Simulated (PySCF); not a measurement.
Working out the ionisation energy of Se⁺

Se⁺ [Ar] 3d10 4s2 4p3 (4S) → Se²⁺ [Ar] 3d10 4s2 4p2 (3P). Calculation: PySCF 2.14, in x2c-SVPall; scalar relativity by spin-free X2C-1e. Frozen: [Ar] 3d10. Energies in hartree (1 hartree = 27.21139 eV):

```csv
part,Se⁺ (lower),Se²⁺ (upper)
UHF,-2427.329518,-2426.562074
CCSD correlation,-0.074125,-0.062769
(T),-0.000853,-0.000671
```

What does Hartree-Fock give?

(-2426.562074) − (-2427.329518) = 0.767444 hartree = 20.883 eV.

What do CCSD and CCSD(T) give?

The CCSD correlation energies differ by 0.011356 hartree = 0.309 eV and the triples by 0.000182 hartree = 0.005 eV, so CCSD gives 21.192 eV and CCSD(T) 21.197 eV.

Reference: 21.196 ± 0.01 eV (measured; NIST Atomic Spectra Database, ionization energies), between the lowest levels; spin-orbit coupling is absent from the calculation.

A double-zeta basis recovers only part of the correlation energy.

What remains against the reference includes basis incompleteness, the frozen core and higher excitations.
